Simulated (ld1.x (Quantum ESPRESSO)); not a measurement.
Reading a pseudo-wave (C)

Columns: radius, all-electron u(r) and pseudo u(r) of the 2p shell (level -5.24 eV) of carbon in the configuration [He] 2s2 2p2; Wu–Cohen, scalar-relativistic, TM scheme, ld1.x (Quantum ESPRESSO) 7.5.

```csv
r (bohr),all-electron,pseudo
0.130,0.0737,0.0233
0.260,0.2111,0.0903
0.390,0.3496,0.1922
0.520,0.4675,0.3156
0.650,0.5600,0.4448
0.780,0.6279,0.5640
0.910,0.6731,0.6608
1.040,0.6986,0.7274
1.170,0.7083,0.7621
1.300,0.7056,0.7683
1.430,0.6936,0.7525
1.560,0.6748,0.7222
1.690,0.6511,0.6845
1.820,0.6242,0.6446
1.950,0.5952,0.6057
2.080,0.5649,0.5693
2.210,0.5341,0.5354
2.340,0.5033,0.5035
2.470,0.4729,0.4729
2.600,0.4431,0.4431
2.730,0.4144,0.4144
2.860,0.3869,0.3869
2.990,0.3606,0.3606
3.120,0.3359,0.3359
3.250,0.3125,0.3125
3.380,0.2907,0.2907
```

**Question.** How many radial nodes do the two functions have?

**Answer.** The all-electron 2p function has n − l − 1 = 0; the pseudo-wave has 0.

**Question.** At about which radius was the pseudo-wave matched?

**Answer.** 2.60 bohr. The columns agree to 0.0005 from 2.34 bohr on; several derivatives are matched, so the curves merge somewhat inside the radius.

**Question.** Is the pseudo-wave norm-conserving?

**Answer.** Yes: the TM scheme keeps the norm inside the radius equal to the all-electron one, which fixes the energy derivative of the logarithmic derivative at the level.
